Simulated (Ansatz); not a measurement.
NbO, quartet, geometry from GFN2-xTB (such geometries of metal compounds can be far from the true shape) (core potentials on Nb); CAM-B3LYP/def2-TZVP in Ansatz (a program for electronic structure).

Here is a job for Ansatz.
Ansatz 0.2 input:
```yaml
crystal:
  periodic: [false, false, false]
  atoms:
    - {symbol: Nb, position_ang: [-0.00000000, -0.00000000, -0.28078053]}
    - {symbol: O, position_ang: [0.00000000, 0.00000000, 1.43900022]}
basis:
  gaussian:
    orbitals: def2-TZVP
hamiltonian:
  xc: cam_b3lyp
magnetization: {spin_polarized: true, initial_magnetization: 3}
```

Output, abridged:

```
Functional definition: CAM-B3LYP
506 factors; their error is unknown
119 factors; integrals over basis functions are off by at most 1.2e-4 eV
mean field evaluation 1: about -3586.6246 eV, gradient 4.8e1 eV
mean field evaluation 2: about -3481.4256 eV, gradient 1.6e2 eV
mean field evaluation 4: about -3595.1157 eV, gradient 4.0e0 eV
mean field evaluation 8: about -3595.2164 eV, gradient 1.0e-1 eV
mean field evaluation 16: about -3595.2376 eV, gradient 2.5e-4 eV
mean field -3595.23760916 eV, -132.1225451972 hartree, gradient 1.2e-5 eV, S^2 3.768059; 2 other end points of the search recorded, 0 dependent functions left out
reference -3595.23770035 eV, -132.1225485483 hartree; 12, 9 occupied and 59, 62 virtual orbitals, 506 factors
Total energy: -3595.23770035 eV, -132.1225485483 hartree
```
